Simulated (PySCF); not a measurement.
## [C4H3FN2]+: g tensor and hyperfine couplings

C4H3FN2 (charge +1 and doublet state).
Structure used (GFN2-xTB), in Å, numbered top down from 1:
```
atom  x, y, z in Å
N1     2.2423    2.1193   -1.3230
C2     1.9282    1.1396   -0.8326
C3     1.5544   -0.0995   -0.2209
N4     0.4436   -0.3202    0.2758
C5    -0.7520   -0.1961    0.7391
C6    -1.9014   -0.5503    0.0647
F7    -3.0441   -0.4423    0.6710
H8     2.3350   -0.8655   -0.2179
H9    -0.8387    0.1350    1.7759
H10   -1.9586   -0.9154   -0.9547
```

The hyperfine couplings belong to this conformer and change with its torsions.

As a line formula: `N#C/C=N\[CH+][CH]F` [radical] (charge +1).

Theory: PySCF, UKS B3LYP, pcH-1 on C F H N, non-relativistic, mean-field spin-orbit, GIAO. Isolated species at its GFN2-xTB geometry (one conformer only). Couplings are sensitive to structure, and on GFN2-xTB geometries they can be far from those on DFT ones, by a factor of two or more for some ions and for spin on atoms past the first row. The frame is twisted about the N4–C5 bond at this geometry (dihedral C3–N4–C5–H9 = -83°); couplings at other torsion angles weren't computed. The SCF solution wasn't tested for stability.

- g1, g2, g3: 2.00208, 2.00399, 2.00526
- g_iso: 2.00378
- Form of g: rhombic: the two nearest values differ by 40 % of g3 − g1
- ⟨S²⟩: 0.7607 (exact 0.7500)
- α and β electrons: 25, 24
- HOMO–LUMO gap, α and β orbitals: 4.38, 4.74 eV

Isotropic coupling and dipolar principal values T1 to T3, in MHz; ρ(0) is the spin density at the nucleus:

```tsv
atom	isotope	a_iso	T1	T2	T3	Mulliken spin population	ρ(0) (bohr⁻³)
N1	14N	-0.5	-1.9	-0.2	2.1	-0.02	-0.0015
C2	13C	62.0	-2.8	-2.2	4.9	0.05	0.0552
C3	13C	-11.7	-8.7	1.0	7.7	-0.06	-0.0104
N4	14N	28.1	-21.3	-16.1	37.4	0.37	0.0868
C5	13C	-26.8	-7.8	-2.8	10.6	0.04	-0.0238
C6	13C	47.6	-49.0	-46.8	95.8	0.52	0.0424
F7	19F	121.2	-262.9	-242.1	505.1	0.09	0.0288
H8	1H	85.2	-3.6	-2.4	6.0	0.03	0.0191
H9	1H	2.4	-5.6	-3.1	8.8	0.00	0.0005
H10	1H	-41.3	-19.9	-4.6	24.6	-0.02	-0.0092
```

The largest Mulliken spin populations are on C6 (+0.52), N4 (+0.37), F7 (+0.09) and C3 (-0.06). The angles at C6 add up to 360.0°, so it is planar.

The SMILES `N#C/C=N\[CH+][CH]F` draws the unpaired electron on C6, whose computed spin population is only +0.52.

Axes: g2 points within 2° of the C6–F7 bond.

Under fast tumbling the dipolar parts average out, and these isotropic splittings remain: 1 × 19F (F7, I = 1/2, 2 lines) with 4.32 mT, 1 × 1H (H8, I = 1/2, 2 lines) with 3.04 mT, 1 × 1H (H10, I = 1/2, 2 lines) with 1.47 mT, 1 × 14N (N4, I = 1, 3 lines) with 1.00 mT and 1 × 1H (H9, I = 1/2, 2 lines) with 0.09 mT.

The 13C coupling of C2 (62.0 MHz) shows only in satellite lines or after enrichment, since that isotope makes up about 1.07 % of natural carbon.

β density exceeds α density at some nuclei, such as C5 (-0.0238), C3 (-0.0104) and H10 (-0.0092), spin density in bohr⁻³. In a single determinant that takes different orbitals for the two spins, that is spin polarisation.
